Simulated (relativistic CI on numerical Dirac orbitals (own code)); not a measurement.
d2 in a ligand field

Computed with a parametric ligand-field model of a d^n configuration (Racah B and C, spin-orbit zeta, crystal field), exact diagonalisation.

Field parameters in Wybourne normalisation: Oh B⁴₀ = 21Dq, B⁴₄ = √(5/14) B⁴₀; Td as Oh with Dq negative (B⁴₀ = 21Dq, B⁴₄ = √(5/14) B⁴₀). The field is a parameter set, without covalency.

**Question.** Ground term and bands for B = 710, C = 2670, ζ = 0 cm⁻¹, Oh, 10Dq = 33100 cm⁻¹?

**Answer.** Ground term 3T1 with 0.01 electrons in the two orbitals of the cubic e set. Spin-allowed: 3T2 31424 cm⁻¹ (318 nm), 3T1 40399 cm⁻¹ (248 nm), 3A2 64524 cm⁻¹ (155 nm). Lowest spin-forbidden: 1T2 9869 cm⁻¹ (1013 nm), 1E 9962 cm⁻¹ (1004 nm), 1A1 22878 cm⁻¹ (437 nm).

**Question.** A d2 ion in Td symmetry has the ground term 3A2 and bands at 3T2 8900 cm⁻¹ (1124 nm), 3T1 14789 cm⁻¹ (676 nm), 1E 15568 cm⁻¹ (642 nm), 1T2 24023 cm⁻¹ (416 nm), 1A1 25011 cm⁻¹ (400 nm), 3T1 26311 cm⁻¹ (380 nm). Which parameters reproduce them?

**Answer.** B = 960, C = 4230, ζ = 0 cm⁻¹, Td, 10Dq = -8900 cm⁻¹.

**Question.** Ground term and bands for B = 860, C = 4410, ζ = 0 cm⁻¹, Oh, 10Dq = 7650 cm⁻¹?

**Answer.** Ground term 3T1 with 0.08 electrons in the two orbitals of the cubic e set. Spin-allowed: 3T2 6640 cm⁻¹ (1506 nm), 3A2 14290 cm⁻¹ (700 nm), 3T1 18530 cm⁻¹ (540 nm). Lowest spin-forbidden: 1T2 14428 cm⁻¹ (693 nm), 1E 14959 cm⁻¹ (668 nm), 1T2 23462 cm⁻¹ (426 nm).

**Question.** Ground term and bands for B = 460, C = 2210, ζ = 0 cm⁻¹, Td, 10Dq = -3900 cm⁻¹?

**Answer.** Ground term 3A2 with 2.00 electrons in the two orbitals of the cubic e set. Spin-allowed: 3T2 3900 cm⁻¹ (2564 nm), 3T1 6537 cm⁻¹ (1530 nm), 3T1 12063 cm⁻¹ (829 nm). Lowest spin-forbidden: 1E 7803 cm⁻¹ (1282 nm), 1T2 11480 cm⁻¹ (871 nm), 1A1 12250 cm⁻¹ (816 nm). With an A2 ground term the first spin-allowed band lies at |10Dq| itself.

**Question.** Ground term and bands for B = 910, C = 3700, ζ = 0 cm⁻¹, Td, 10Dq = -6400 cm⁻¹?

**Answer.** Ground term 3A2 with 2.00 electrons in the two orbitals of the cubic e set. Spin-allowed: 3T2 6400 cm⁻¹ (1563 nm), 3T1 10892 cm⁻¹ (918 nm), 3T1 21958 cm⁻¹ (455 nm). Lowest spin-forbidden: 1E 13990 cm⁻¹ (715 nm), 1T2 19908 cm⁻¹ (502 nm), 1A1 22188 cm⁻¹ (451 nm). With an A2 ground term the first spin-allowed band lies at |10Dq| itself.
